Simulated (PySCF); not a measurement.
YOBr, SMILES [Br][Y]=[O].

Coordinates come from a PBE-D3(BJ)/def2-TZVP optimisation. The def2 effective core potentials stand for the cores of Y; spin–orbit coupling is left out.

Calculation: TDA-CAM-B3LYP/def2-SVPD (PySCF).

Vertical excitations. Isolated molecule, no solvent. State labels are in the subgroup Cs.

Task: List the lowest excited states. (Estimate from the structure and the level; the computed values follow.)

Result: 
| state | symmetry | energy (eV) | λ (nm) | f | main pairs |
|---|---|---|---|---|---|
| S1 | A' | 3.35 | 370 | 0.000 | HOMO→LUMO 82 % |
| S2 | A' | 3.65 | 339 | 0.008 | HOMO−1→LUMO 86 % |
| S3 | A" | 3.79 | 327 | 0.011 | HOMO−2→LUMO 51 %, HOMO−3→LUMO 43 % |
| S4 | A" | 4.38 | 283 | 0.016 | HOMO−3→LUMO 50 %, HOMO−2→LUMO 42 % |
| S5 | A' | 4.42 | 280 | 0.009 | HOMO−4→LUMO 84 % |
| S6 | A" | 4.48 | 277 | 0.000 | HOMO→LUMO+1 66 %, HOMO→LUMO+4 11 % |
| S7 | A' | 4.48 | 277 | 0.001 | HOMO→LUMO+2 76 % |
| S8 | A" | 4.76 | 261 | 0.000 | HOMO−1→LUMO+1 64 %, HOMO−1→LUMO+4 12 % |
| S9 | A' | 4.77 | 260 | 0.001 | HOMO−1→LUMO+2 66 % |
| S10 | A" | 4.95 | 250 | 0.007 | HOMO−2→LUMO+2 41 %, HOMO−3→LUMO+2 37 %, HOMO−1→LUMO+1 13 % |
| T1 | A' | 3.22 | 385 | 0 | HOMO→LUMO 79 % |
| T2 | A' | 3.56 | 349 | 0 | HOMO−1→LUMO 87 % |
| T3 | A" | 3.64 | 340 | 0 | HOMO−2→LUMO 49 %, HOMO−3→LUMO 41 % |
| T4 | A" | 4.31 | 287 | 0 | HOMO−3→LUMO 49 %, HOMO−2→LUMO 43 % |
Triplets are in the Tamm–Dancoff approximation.
